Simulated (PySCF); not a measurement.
CH5AlSe (SMILES [CH3][AlH][SeH]), singlet, geometry from GFN2-xTB (such geometries of metal compounds can be far from the true shape); PBE0/6-31G*, polarisability by finite fields (PySCF).

PySCF was given this input:
```python
from pyscf import gto, scf, dft

mol = gto.Mole()
mol.atom = '''
    Al    0.031621   -0.661465    1.021935
    H    -1.241233   -1.337807    1.573067
    C     1.798305   -0.799710    1.901402
    H     1.760100   -1.406179    2.812949
    H     2.198001    0.181830    2.186893
    H     2.553620   -1.253393    1.246917
    Se   -0.431273    0.503726   -0.932288
    H    -1.808107    0.086162   -0.815616
'''
mol.basis = '6-31g*'
mol.charge = 0
mol.spin = 0
mol.verbose = 4
mol.build()

mf = dft.RKS(mol)
mf.xc = 'pbe0'
mf.conv_tol = 1e-11
mf.kernel()
h0, z, done = mf.get_hcore(), mol.intor('int1e_r')[2], []
def energy(F):
    f = mf.copy()
    f.scf_summary = {}
    f.get_hcore = lambda *a: h0 + F * z
    e = f.kernel(mf.make_rdm1())
    done.append(f.converged)
    return e
F = 0.005
alpha = -(energy(F) + energy(-F) - 2 * mf.e_tot) / F**2
print('alpha_zz =', alpha)
```

What the program printed (banner, timings and long lists left out):

```
PySCF version 2.14.0

[INPUT] verbose = 4
[INPUT] num. atoms = 8
[INPUT] num. electrons = 58
[INPUT] charge = 0
[INPUT] spin (= nelec alpha-beta = 2S) = 0
[INPUT] symmetry False subgroup None
[INPUT] Mole.unit = angstrom
[INPUT] Symbol           X                Y                Z      unit          X                Y                Z       unit  Magmom
[...]
nuclear repulsion = 207.587432470939
number of shells = 36
number of NR pGTOs = 193
number of NR cGTOs = 74
basis = 6-31g*
ecp = {}

******** <class 'pyscf.dft.rks.RKS'> ********
method = RKS
initial guess = minao
damping factor = 0
level_shift factor = 0
DIIS = <class 'pyscf.scf.diis.CDIIS'>
diis_start_cycle = 1
diis_space = 8
diis_damp = 0
SCF conv_tol = 1e-11
SCF conv_tol_grad = None
SCF max_cycles = 50
direct_scf = True
direct_scf_tol = 1e-13
XC library pyscf.dft.libxc version 7.1.2
    S. Lehtola, C. Steigemann, M. J. T. Oliveira, and M. A. L. Marques,  SoftwareX 7, 1–5 (2018)
XC functionals = pbe0
    C. Adamo and V. Barone,  J. Chem. Phys. 110, 6158 (1999)
    M. Ernzerhof and G. E. Scuseria,  J. Chem. Phys. 110, 5029 (1999)
radial grids:
    Treutler-Ahlrichs [JCP 102, 346 (1995); DOI:10.1063/1.469408] (M4) radial grids

becke partition: Becke, JCP 88, 2547 (1988); DOI:10.1063/1.454033
pruning grids: <function nwchem_prune>
grids dens level: 3
symmetrized grids: False
atomic radii adjust function: <function treutler_atomic_radii_adjust>
small_rho_cutoff = 0
Set gradient conv threshold to 3.16228e-06
Initial guess from minao.
tot grids = 102768
init E= -2683.42719478009
[...]
cycle= 1 E= -2684.32183983868  delta_E= -0.895  |g|= 0.382  |ddm|=  2.4
[...]
cycle= 2 E= -2684.3136607409  delta_E= 0.00818  |g|= 0.414  |ddm|= 0.883
[...]
cycle= 3 E= -2684.36528799302  delta_E= -0.0516  |g|= 0.041  |ddm|= 0.464
[...]
cycle= 4 E= -2684.36556988731  delta_E= -0.000282  |g|= 0.00446  |ddm|= 0.0346
[...]
cycle= 5 E= -2684.36557482687  delta_E= -4.94e-06  |g|= 0.00337  |ddm|= 0.0131
[...]
cycle= 6 E= -2684.3655784816  delta_E= -3.65e-06  |g|= 0.000492  |ddm|= 0.0053
[...]
cycle= 7 E= -2684.36557854109  delta_E= -5.95e-08  |g|= 7.15e-05  |ddm|= 0.000643
[...]
cycle= 8 E= -2684.36557854247  delta_E= -1.38e-09  |g|= 1.9e-05  |ddm|= 0.000113
[...]
cycle= 9 E= -2684.3655785426  delta_E= -1.28e-10  |g|= 2.63e-06  |ddm|= 3.06e-05
[...]
cycle= 10 E= -2684.3655785426  delta_E= -1.82e-12  |g|= 8.27e-07  |ddm|= 4.67e-06
[...]
Extra cycle  E= -2684.3655785426  delta_E= -1.36e-12  |g|= 7.2e-07  |ddm|= 2.15e-06
converged SCF energy = -2684.3655785426

******** <class 'pyscf.dft.rks.RKS'> ********
method = RKS
initial guess = minao
damping factor = 0
level_shift factor = 0
DIIS = <class 'pyscf.scf.diis.CDIIS'>
diis_start_cycle = 1
diis_space = 8
diis_damp = 0
SCF conv_tol = 1e-11
SCF conv_tol_grad = None
SCF max_cycles = 50
direct_scf = True
direct_scf_tol = 1e-13
XC library pyscf.dft.libxc version 7.1.2
    S. Lehtola, C. Steigemann, M. J. T. Oliveira, and M. A. L. Marques,  SoftwareX 7, 1–5 (2018)
XC functionals = pbe0
    C. Adamo and V. Barone,  J. Chem. Phys. 110, 6158 (1999)
    M. Ernzerhof and G. E. Scuseria,  J. Chem. Phys. 110, 5029 (1999)
radial grids:
    Treutler-Ahlrichs [JCP 102, 346 (1995); DOI:10.1063/1.469408] (M4) radial grids

becke partition: Becke, JCP 88, 2547 (1988); DOI:10.1063/1.454033
pruning grids: <function nwchem_prune>
grids dens level: 3
symmetrized grids: False
atomic radii adjust function: <function treutler_atomic_radii_adjust>
small_rho_cutoff = 0
Overwritten attributes  get_hcore  of <class 'pyscf.dft.rks.RKS'>
Set gradient conv threshold to 3.16228e-06
init E= -2684.3678742045
[...]
cycle= 1 E= -2684.36845777672  delta_E= -0.000584  |g|= 0.0237  |ddm|= 0.147
[...]
cycle= 2 E= -2684.36846889648  delta_E= -1.11e-05  |g|= 0.0253  |ddm|= 0.0776
[...]
cycle= 3 E= -2684.36868997559  delta_E= -0.000221  |g|= 0.00346  |ddm|= 0.0385
[...]
cycle= 4 E= -2684.36869182711  delta_E= -1.85e-06  |g|= 0.000322  |ddm|= 0.00303
[...]
cycle= 5 E= -2684.36869185271  delta_E= -2.56e-08  |g|= 0.00017  |ddm|= 0.000608
[...]
cycle= 6 E= -2684.36869186095  delta_E= -8.25e-09  |g|= 3.95e-05  |ddm|= 0.000194
[...]
cycle= 7 E= -2684.36869186133  delta_E= -3.79e-10  |g|= 5.67e-06  |ddm|= 4.43e-05
[...]
cycle= 8 E= -2684.36869186135  delta_E= -1.64e-11  |g|= 1.45e-06  |ddm|= 1.04e-05
[...]
cycle= 9 E= -2684.36869186134  delta_E= 9.55e-12  |g|= 2.39e-07  |ddm|= 2.82e-06
[...]
Extra cycle  E= -2684.36869186135  delta_E= -1.59e-11  |g|= 1.79e-07  |ddm|= 6.69e-07
converged SCF energy = -2684.36869186135

******** <class 'pyscf.dft.rks.RKS'> ********
method = RKS
initial guess = minao
damping factor = 0
level_shift factor = 0
DIIS = <class 'pyscf.scf.diis.CDIIS'>
diis_start_cycle = 1
diis_space = 8
diis_damp = 0
SCF conv_tol = 1e-11
SCF conv_tol_grad = None
SCF max_cycles = 50
direct_scf = True
direct_scf_tol = 1e-13
XC library pyscf.dft.libxc version 7.1.2
    S. Lehtola, C. Steigemann, M. J. T. Oliveira, and M. A. L. Marques,  SoftwareX 7, 1–5 (2018)
XC functionals = pbe0
    C. Adamo and V. Barone,  J. Chem. Phys. 110, 6158 (1999)
    M. Ernzerhof and G. E. Scuseria,  J. Chem. Phys. 110, 5029 (1999)
radial grids:
    Treutler-Ahlrichs [JCP 102, 346 (1995); DOI:10.1063/1.469408] (M4) radial grids

becke partition: Becke, JCP 88, 2547 (1988); DOI:10.1063/1.454033
pruning grids: <function nwchem_prune>
grids dens level: 3
symmetrized grids: False
atomic radii adjust function: <function treutler_atomic_radii_adjust>
small_rho_cutoff = 0
Set gradient conv threshold to 3.16228e-06
init E= -2684.36328288071
[...]
cycle= 1 E= -2684.36383098986  delta_E= -0.000548  |g|= 0.0256  |ddm|= 0.153
[...]
cycle= 2 E= -2684.36380217787  delta_E= 2.88e-05  |g|= 0.0294  |ddm|= 0.0896
[...]
cycle= 3 E= -2684.36410838377  delta_E= -0.000306  |g|= 0.00366  |ddm|= 0.046
[...]
cycle= 4 E= -2684.36411048277  delta_E= -2.1e-06  |g|= 0.000316  |ddm|= 0.00321
[...]
cycle= 5 E= -2684.36411050765  delta_E= -2.49e-08  |g|= 0.000164  |ddm|= 0.000596
[...]
cycle= 6 E= -2684.3641105152  delta_E= -7.55e-09  |g|= 4.03e-05  |ddm|= 0.000186
[...]
cycle= 7 E= -2684.3641105156  delta_E= -4e-10  |g|= 6.03e-06  |ddm|= 4.53e-05
[...]
cycle= 8 E= -2684.36411051561  delta_E= -1.27e-11  |g|= 1.51e-06  |ddm|= 1.11e-05
[...]
cycle= 9 E= -2684.36411051562  delta_E= -1.59e-11  |g|= 2.13e-07  |ddm|= 2.86e-06
[...]
cycle= 10 E= -2684.36411051562  delta_E= 2.73e-12  |g|= 5.41e-08  |ddm|= 5.35e-07
[...]
Extra cycle  E= -2684.36411051562  delta_E= 6.37e-12  |g|= 5.04e-08  |ddm|= 1.65e-07
converged SCF energy = -2684.36411051562
alpha_zz = 65.81167042895686
```
